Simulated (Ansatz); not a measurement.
Program: Ansatz. Geometries: PBE0-D4/def2-TZVP. ΔE: electronic, gas phase. CCSD(T)/CBS adds triple-zeta CCSD(T) − MP2 to the extrapolated MP2 energy (def2 sets, frozen cores). This one scheme is used for every species. Functionals use def2-TZVPP. For Br outer-core shells are correlated without core-valence functions, which leaves a few kJ/mol of doubt a bond. Scalar relativity is left out up to krypton. One conformer a species, not always the lowest.

Consider the ligand exchange at the Si–Br bond: `C[Si]Br` + CH₃SH → `C[Si]SC` + HBr.

Question: Is it downhill or uphill in electronic energy at CCSD(T)/CBS, and by how much? (Estimate.)

Answer: Computed: Uphill: ΔE = +0.14 eV.

Question: What do these levels give: B2PLYP, MP2/def2-TZVPP, CCSD/def2-TZVPP, MP2/def2-QZVPP, HF/CBS(def2), CCSD/CBS(def2)? (Best estimate.)

Answer: Computed: B2PLYP 0.16, MP2/def2-TZVPP 0.11, CCSD/def2-TZVPP 0.18, MP2/def2-QZVPP 0.12, HF/CBS(def2) 0.34, CCSD/CBS(def2) 0.19 eV.

Largest T1 diagnostic among the species: 0.014.

From PBE to PBE0 (25 % exact exchange), in def2-TZVPP and without D4, ΔE moves by +0.04 eV. In def2-TZVPP, CCSD(T) changes the Hartree–Fock value by −0.21 eV (the triples alone add −0.05 eV) and MP2 by −0.23 eV. The D4 term adds −0.05 eV with B3LYP and −0.03 eV with PBE0; it sums over pairs of atoms, weighted by their polarisabilities, and B3LYP, whose exchange is more repulsive, gets the larger term.

B3LYP here is the variant with VWN-RPA as its local correlation; programs differ in this.
